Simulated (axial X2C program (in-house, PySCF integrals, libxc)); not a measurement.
**CuB⁻ along the bond: PBE0, two-component**

Computed with an in-house relativistic program for diatomic molecules. Two-component (2c) means X2C with spin–orbit coupling and atomic mean-field two-electron Coulomb and Gaunt terms. Basis: Cu dyall-acv3z [10s10p7d4f2g], B dyall-av3z [8s7p3d2f] (cores contracted in-house); Gaussian nuclei, density fitting, unrestricted open shells. Masses: Cu 62.930 u, B 11.009 u.

State: Ω = 1/2 (⟨Sz⟩ = -0.50, ⟨Lz⟩ = 1.00 at PBE0). Dipoles are positive if B is the positive end and refer to the centre of mass.

```json
{"R (Å)": "1.663", "μ (D)": "-2.887", "HOMO (eV)": "0.69", "LUMO (eV)": "1.84"}
{"R (Å)": "1.740", "μ (D)": "-3.167", "HOMO (eV)": "0.70", "LUMO (eV)": "1.84"}
{"R (Å)": "1.797", "μ (D)": "-3.344", "HOMO (eV)": "0.71", "LUMO (eV)": "1.85"}
{"R (Å)": "1.855", "μ (D)": "-3.496", "HOMO (eV)": "0.71", "LUMO (eV)": "1.85"}
{"R (Å)": "1.912", "μ (D)": "-3.626", "HOMO (eV)": "0.70", "LUMO (eV)": "1.86"}
{"R (Å)": "1.979", "μ (D)": "-3.751", "HOMO (eV)": "0.69", "LUMO (eV)": "1.87"}
{"R (Å)": "2.046", "μ (D)": "-3.852", "HOMO (eV)": "0.68", "LUMO (eV)": "1.88"}
{"R (Å)": "2.132", "μ (D)": "-3.949", "HOMO (eV)": "0.65", "LUMO (eV)": "1.89"}
{"R (Å)": "2.237", "μ (D)": "-4.025", "HOMO (eV)": "0.61", "LUMO (eV)": "1.90"}
{"R (Å)": "2.390", "μ (D)": "-4.069", "HOMO (eV)": "0.53", "LUMO (eV)": "1.91"}
```

Problem. The minimum lies at 1.909 Å. What is the dipole moment there?

Solution. At PBE0, 2c, with the sign and origin stated: μ = -3.62 D.

Occupations by symmetry block were frozen at the best pattern of an incomplete PBE0 search. Density functionals use the spin component along the axis (collinear). The functionals have no current-density term, which raises determinants with orbital currents, atoms included. The highest occupied level of some functionals is positive through self-interaction error; at Hartree–Fock it is bound. The LUMO of an anion is an unbound level whose energy the basis sets.
